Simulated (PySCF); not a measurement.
Calculation: ωB97X-D3(BJ)/def2-TZVP // B3LYP-D3(BJ)/def2-TZVP (PySCF 2.14.0). Isolated molecules, 0 K electronic values unless said otherwise. One relaxed conformer stands for a flexible species; it need not be the lowest. 

Reference species (SMILES): `CB(C)C` (neutral, multiplicity 1).

```
Property          Result
-------------  ---------
HOMO           -11.02 eV
HOMO–LUMO gap   13.10 eV
```

Changed species: `CB(S)S` (S–B–S–H torsion -180°, S–B–S–H torsion 180°) (2 of 3 CH3 replaced by SH; the reference has 0 of 3 CH3 replaced by SH).

Question: What does the change do to the HOMO and HOMO–LUMO gap?

Answer: the HOMO rises by 1.32 eV, to -9.70 eV; the HOMO–LUMO gap decreases by 1.84 eV, to 11.26 eV.
